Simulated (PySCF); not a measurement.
**Dipole response of Mg²⁺ (magnesium, charge +2)**

[Ne], closed-shell 1S. Computed with PySCF 2.14 in aug-cc-pVDZ-DK (5s4p2d, 27 functions), with the spin-free X2C one-electron Hamiltonian (Gaussian nucleus). Coupled (time-dependent) response in atomic units; α is the mean over directions. A double-zeta set is small for polarisabilities.

```csv
method,mean α (bohr³),C₆ (like pair),S(−4)
UHF,0.1218,0.02749,0.02083
PBE,0.1592,0.04229,0.03380
PBE0,0.1460,0.03672,0.02898
B3LYP,0.1508,0.03878,0.03056
r2SCAN0,0.1349,0.03226,0.02523
```

S(−4) is the Cauchy moment in α(ω) = α(0) + S(−4) ω² + …

α(iu) at PBE0:

```tsv
u (hartree)	α(iu) (bohr³)
0	0.1460
0.0500	0.1460
0.100	0.1457
0.200	0.1449
0.300	0.1435
0.500	0.1392
0.750	0.1315
1.00	0.1221
1.50	0.1018
2.00	0.08279
3.00	0.05432
5.00	0.02607
```

For an ion, C₆ is the dispersion term alone; charge-induced terms of lower order in 1/R come first.
